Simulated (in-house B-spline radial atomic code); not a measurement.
Ga⁺: [Ar] 3d10 4s2

All numbers are computed (non-relativistic Hartree-Fock, spin-polarised, averaged over the determinants with the given up and down occupations; point nucleus) with a B-spline radial code for spherical atoms, not measured.

Z_r = [3n² - l(l+1)]/(2<r>); Z_e = n√(-2ε); the last column is Slater's effective charge. Values are occupation-weighted means over spin.

| shell | electrons | ε (eV) | <r> (bohr) | Z_r | Z_e | Slater |
| --- | --- | --- | --- | --- | --- | --- |
| 1s | 2 | -10316 | 0.04941 | 30.36 | 27.54 | 30.70 |
| 2s | 2 | -1319 | 0.2206 | 27.20 | 19.69 | 26.85 |
| 2p | 6 | -1164.5 | 0.1921 | 26.03 | 18.50 | 26.85 |
| 3s | 2 | -182.24 | 0.6604 | 20.44 | 10.98 | 19.75 |
| 3p | 6 | -130.16 | 0.6842 | 18.27 | 9.28 | 19.75 |
| 3d | 10 | -40.684 | 0.7862 | 13.36 | 5.19 | 9.85 |
| 4s | 2 | -18.723 | 2.346 | 10.23 | 4.69 | 5.35 |

The least bound orbital is 4s at -18.72 eV, and it is also the most diffuse (<r> = 2.346 bohr).

The density falls to 0.001 bohr⁻³ at 3.857 bohr; Σ<r²> = 25.233 bohr² gives, by the non-relativistic formula and without the paramagnetism of open shells, a Langevin diamagnetic susceptibility of -19.98×10⁻⁶ cm³/mol.
